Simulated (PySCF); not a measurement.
C3H3F, SMILES C#CCF at its PBE0/def2-SVP optimised geometry (Å):

```
7

C      1.0535    -0.3852     0.0003
C     -0.1562    -0.3674     0.0000
C     -1.6148    -0.3674     0.0000
F     -2.1283     0.9015     0.0000
H      2.1283    -0.3966     0.0007
H     -1.9857    -0.9015    -0.8925
H     -1.9857    -0.9010     0.8928
```

Calculation: PBE0/def2-TZVP run with PySCF.

Map of the electrostatic potential (hartree/e), clipped to [-0.08, 0.12] on the plane z = 1.5 Å:

```
|...............................|
|...............................|
|...............................|
|.......     ...................|
|.....          ................|
|....            ...............|
|...              ..............|
|..                .............|
|..                 .........:::|
|..                  ......:::::|
|..                  .....::::::|
|...                 ....:::::::|
|....     .....      ...::::::::|
|.........::::..     ...::::::::|
|......::----::.     ..:::::::::|
|...:::--===--:..   ..::::::::::|
|.::::-=+#*+=--:.   ..:::--:::::|
|::::-=+%@@#+--:.   ..:::--:::::|
|::::-=*@@@%+-::.   ..::::::::::|
|::::-=*@@@#+-:..   ...:::::::::|
|::::-=+*%#*=-:..   ...:::::::::|
|::::--=+++=-::..   ...:::::::::|
|::::----=---::.........::::::::|
|:::::------:::.........::::::::|
|:::::::--:::::.........::::::::|
|::::::::::::::..........:::::::|
|::::::::::::::..........:::::::|
|:::::::::::::::..........::::::|
|:::::::::::::::..........::::::|
|:::::::::::::::...........:::::|
|:::::::::::::::............::::|
```
Scale: ten equal steps from -0.027 (start of ' ') to 0.120 (end of '@'), in the order ' .:-=+*#%@'; x runs from -4.50 to 4.50, y from -4.50 (bottom) to 4.50 (top).
